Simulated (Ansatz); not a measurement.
`FC(F)N[SiH3]` and `F[CH](F)[AlH2]` differ in one atom or group.

Ansatz, PBE0-D4/def2-TZVP geometries, multiplicity 1. Each molecule was computed in one conformer, which needn't be the lowest. `F[CH](F)[AlH2]` holds a close contact that its SMILES doesn't draw: Al···F 1.96 Å.

```csv
property,`FC(F)N[SiH3]`
size of the dipole moment (B3LYP/def2-TZVPP) / D,2.35
LUMO energy (B3LYP/def2-TZVPP) / eV,0.08
HOMO–LUMO gap (PBE0/def2-TZVPP) / eV,8.35
LUMO energy (PBE/def2-TZVPP) / eV,-0.51
HOMO energy (ωB97M-V/def2-TZVPP) / eV,-10.35
size of the dipole moment (PBE/def2-TZVPP) / D,2.24
```

(1) Give the same properties after the change, and the shifts. (Best estimate.)

Answers

(1) The calculation gave: 
| property | `F[CH](F)[AlH2]` | shift |
| --- | --- | --- |
| size of the dipole moment (B3LYP/def2-TZVPP) / D | 1.34 | -1.01 |
| LUMO energy (B3LYP/def2-TZVPP) / eV | -1.06 | -1.14 |
| HOMO–LUMO gap (PBE0/def2-TZVPP) / eV | 7.40 | -0.95 |
| LUMO energy (PBE/def2-TZVPP) / eV | -1.64 | -1.13 |
| HOMO energy (ωB97M-V/def2-TZVPP) / eV | -10.55 | -0.20 |
| size of the dipole moment (PBE/def2-TZVPP) / D | 1.22 | -1.02 |

With PBE0 the HOMO falls by 0.20 eV and the LUMO falls by 1.15 eV, so the gap narrows by about 0.95 eV. PBE moves the HOMO by -0.16 eV and ωB97M-V by -0.20 eV. Dipoles are sizes alone; their direction can turn.

B3LYP here is the variant with VWN-RPA as its local correlation; programs differ in this.
